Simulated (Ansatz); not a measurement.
BeI2 (the lowest singlet isomer of a short search). The state is a singlet with charge 0. Geometry B3LYP-D4/def2-TZVP, basis def2-TZVP, Ansatz.

```xyz
3

Be    0.000    0.000    0.000
I     1.120   -1.853    0.055
I    -1.120    1.853   -0.055
```

| run | HOMO (eV) | LUMO (eV) |
| --- | --- | --- |
| A | -6.88 | -1.77 |
| B | -6.67 | -1.58 |
| C | -7.19 | -1.42 |
| D | -10.07 | 0.52 |
| E | -7.61 | -1.39 |
| F | -7.59 | -1.17 |

In the def2 sets I takes a core potential; there is no spin–orbit coupling. HSE06 is defined as in plane-wave codes, on full-range PBE exchange. The structure comes from a short search, and lower isomers may exist.

Q: The runs used BLYP, HSE06, PBE, r2SCAN, r2SCANh, ωB97M-V. Estimate which is which.

A: A PBE (0 % exact exchange); B BLYP (0 % exact exchange); C r2SCAN (0 % exact exchange); D ωB97M-V (range-separated); E HSE06 (range-separated); F r2SCANh (10 % exact exchange). Exact exchange lowers occupied and raises empty levels; among semilocal functionals meta-GGAs tend to open the gap a little, and such runs are hard to tell apart. The gap grows from 5.10 eV (BLYP) to 10.59 eV (ωB97M-V).
